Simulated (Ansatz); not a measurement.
`C1N[SiH2]S1` → C• + 5 H• + N• + S• + Si•  (atomization)

Computed with Ansatz on PBE0-D4/def2-TZVP structures; ΔE is electronic, products minus reactants. CCSD(T)/CBS adds triple-zeta CCSD(T) − MP2 to the extrapolated MP2 energy (def2 sets, frozen cores). This one scheme is used for every species, atoms too. DFT in def2-TZVPP. Open shells (•) are unrestricted, without spin–orbit coupling. Spin–orbit coupling would lower the free atoms: a little for C, S, Si.

| level | ΔE (kJ/mol) |
| --- | --- |
| r2SCANh-D4 | 3093.5 |
| PBE0 | 3104.3 |
| HF/def2-SVP | 2155.2 |
| MP2/def2-SVP | 2893.7 |

**Question.** What does CCSD(T)/CBS give? (An estimate is asked.)

**Answer.** Ansatz gave: +3115.2 kJ/mol. The listed levels differ from it by -21.7, -10.9, -960.0, -221.5 kJ/mol.

**Question.** What do rigid-rotor, harmonic-oscillator terms from PBE0-D4/def2-TZVP frequencies (298.15 K, 1 bar) make of the CCSD(T)/CBS value? (Best estimate.)

**Answer.** The calculation gave: ΔZPE = -164.5 kJ/mol, ΔH = +2990.6 kJ/mol, ΔS = 921 J/(mol·K), ΔG = +2716.1 kJ/mol. Open shells count their whole term as degenerate.

Largest T1 diagnostic among the species: 0.012.

At CCSD(T), def2-SVP lies −247.2 kJ/mol from the extrapolated value and def2-TZVPP −103.3 kJ/mol: correlation converges slowly with the basis, and small sets miss more of it in the bonded molecule than in its fragments. Leaving LDA and LC-ωPBE aside and taking each functional with its dispersion term where it has one, the values, not all of them listed here, spread over 148.1 kJ/mol, from BHLYP-D4 to PBE-D4. LDA lies +426.1 kJ/mol from PBE without D4, its usual overbinding. From BLYP to BHLYP (50 % exact exchange), in def2-TZVPP and without D4, ΔE moves by −55.6 kJ/mol: exact exchange takes away binding that semilocal exchange gives to molecules.

For atomizations the MP2-based limit and the directly extrapolated one differ by several kJ/mol either way, and by 10 to 25 for some Ge, Se and Sn compounds, so smaller differences from it don't rank the levels.
